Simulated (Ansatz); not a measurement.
Basis-set extrapolation for `BN1[SiH2]C1F` (PBE0-D4/def2-TZVP geometry, frozen core, Ansatz 0.2.0). Multiplicity 1, RHF reference.

|  | def2-TZVPP | def2-QZVPP |
| --- | --- | --- |
| HF | -508.365295 | -508.384521 |
| MP2 correlation | -0.833674 | -0.898017 |
| CCSD(T) correlation | -0.904017 | not run |

Energies in hartree. Use E(X) = E(∞) + A·exp(−7.88·√X) for Hartree–Fock and E(X) = E(∞) + B·X^(−2.97) for correlation, with X = 3 and 4, and add CCSD(T) minus MP2 of the smaller set to the MP2 limit.

**Question.** What is the CCSD(T) energy at the basis-set limit?

**Answer.** HF limit: -508.384521 + (-0.019226) × 0.13774 = -508.38717. MP2 limit: -0.898017 + (-0.064343) × 0.74074 = -0.94568. Higher-order term: -0.904017 − (-0.833674) = -0.07034. Total: -509.40319 hartree, 3.64 eV below CCSD(T)/def2-TZVPP.
